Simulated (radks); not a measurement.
Results of a calculation; reference values are marked as such.
These are the eigenvalues of the occupied orbitals of an atom or ion with whole-number occupations (Ry). Code: a radial shooting solver on a logarithmic mesh with Libxc functionals. Model: scalar-relativistic Kohn-Sham, BLYP, spin-polarised, spherical densities, point nucleus.

orbital  eigenvalue
1s up     -265.6675
1s down   -265.6174
2s up     -32.30866
2s down   -32.26402
2p up     -26.98550
2p down   -26.92236
3s up      -8.01193
3s down    -7.72846
3p up      -6.65258

Which element is it, and in what charge state? The configuration may be excited. Open shells, if any, are filled with parallel spins first.

Answer. Z = 19, potassium, charge +5: K5+ in [Ne] 3s2 3p2. The list shows which subshells hold electrons but not how many an open one holds; the 1s level, -132.83 hartree, gives Z - s = 16.3 by -(Z - s)^2/2, which with screening and relativity narrows Z to a few neighbours, and the depths of the outer levels then fix element, charge and occupations together.
